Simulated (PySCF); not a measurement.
methylcyclobutane (C5H10), SMILES CC1CCC1.

Geometry optimised at B3LYP-D3(BJ)/def2-SVP.

These are M06-2X/def2-TZVP in PySCF values and carry that method's errors.

Symmetry labels are those of the subgroup Cs that the program uses (full group Cs).

Computed valence orbital energies around the gap with their symmetry:
| orbital | symmetry | energy (eV) |
|---|---|---|
| HOMO−7 | A" | -12.99 |
| HOMO−6 | A' | -12.81 |
| HOMO−5 | A" | -12.07 |
| HOMO−4 | A' | -11.34 |
| HOMO−3 | A" | -10.64 |
| HOMO−2 | A' | -10.01 |
| HOMO−1 | A" | -9.57 |
| HOMO | A' | -9.51 |
| LUMO | A' | 1.90 |
| LUMO+1 | A' | 2.40 |
| LUMO+2 | A' | 2.53 |
| LUMO+3 | A" | 2.97 |
